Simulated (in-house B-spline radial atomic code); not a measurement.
**Excitations of Xe8+ by several methods**

Full response, energies in eV; labels give the largest channel, * marks a mixed state, a dash one above the method's threshold, and an imaginary frequency an unstable closed-shell reference. Computed with a B-spline radial code for spherical atoms: linear response of the closed shell [Kr] 4d10 with each method's own kernel (bare exchange for TDHF, static screening on G0W0 levels for BSE, the adiabatic kernel for functionals); scalar-relativistic (spin-free one-electron X2C), finite nucleus, no spin-orbit coupling, no double excitations, S, P, D and F terms only; shells from n = 2 respond. Only terms of natural parity with L up to 3 were computed.

| method | 4d → 5s 3D | 4d → 5s 1D | 4d → 5p 3P | α (bohr³) |
| --- | --- | --- | --- | --- |
| TDHF | 57.92 | 59.04 | 73.74 | 0.8338 |
| BSE on G0W0@HF | ? | ? | ? | ? |
| LDA VWN5 | 53.65 | 54.49 | 70.24 | 0.8583 |
| PBE | 53.62 | 54.52 | 70.02 | 0.8559 |
| PBE0 | 54.98 | 55.91 | 71.30 | 0.8485 |
| B3LYP (VWN-RPA) | 53.93 | 54.94 | 70.12 | 0.8531 |
| CAM-B3LYP | 53.84 | 54.84 | 69.98 | 0.8537 |
| LC-wPBE | 54.00 | 54.90 | 70.34 | 0.854 |
| wB97X | 56.07 | 56.77 | 72.59 | 0.849 |
| HSE06 | 54.93 | 55.85 | 71.26 | 0.849 |
| BHandHLYP | ? | ? | ? | ? |
| BLYP | 52.73 | 53.75 | 68.92 | 0.8596 |
| PBEsol | 53.81 | 54.71 | 70.25 | 0.8562 |
| BP86 | 54.18 | 55.03 | 70.75 | 0.8554 |
| LDA exchange-only | 52.86 | 53.86 | 69.18 | 0.8643 |
| B97-1 | 54.86 | 55.60 | 71.39 | 0.8506 |
| RPBE | 53.61 | 54.50 | 69.95 | 0.855 |
| OLYP | 53.68 | 54.70 | 69.69 | 0.8466 |

What does BSE on G0W0@HF give?

4d → 5s 3D: 57.17; 4d → 5s 1D: 58.20; 4d → 5p 3P: 73.48; α: 0.8267 (eV, bohr³).

What does BHandHLYP give?

4d → 5s 3D: 55.22; 4d → 5s 1D: 56.30; 4d → 5p 3P: 71.20; α: 0.8453 (eV, bohr³).
